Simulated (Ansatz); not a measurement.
Two isomers of C2H5FSSi: A = `F/C(S)=C\[SiH3]`, B = `C=C(F)S[SiH3]`.

Gas-phase electronic energies from Ansatz, PBE0-D4/def2-TZVP geometries. CCSD(T)/CBS adds triple-zeta CCSD(T) − MP2 to the extrapolated MP2 energy (def2 sets, frozen cores). DFT in def2-TZVPP. B3LYP here is the variant with VWN-RPA as its local correlation; programs differ in this. One conformer a species, not always the lowest.

Question: Which isomer does CCSD(T)/CBS put lower? Give the gap. (An estimate is asked.)

Answer: The calculation gave: B, by 49.0 kJ/mol.

Question: Give E(B) − E(A) in kJ/mol with HF/def2-TZVPP, r2SCAN-D4, PBE-D4, B3LYP, ωB97M-V, B3LYP-D4, CCSD(T)/def2-TZVPP. (An estimate is asked.)

Answer: The calculation gave: HF/def2-TZVPP -48.7, r2SCAN-D4 -47.5, PBE-D4 -47.4, B3LYP -45.6, ωB97M-V -47.5, B3LYP-D4 -47.3, CCSD(T)/def2-TZVPP -46.2. None reverses the order clearly.

Largest T1 diagnostic: 0.013.
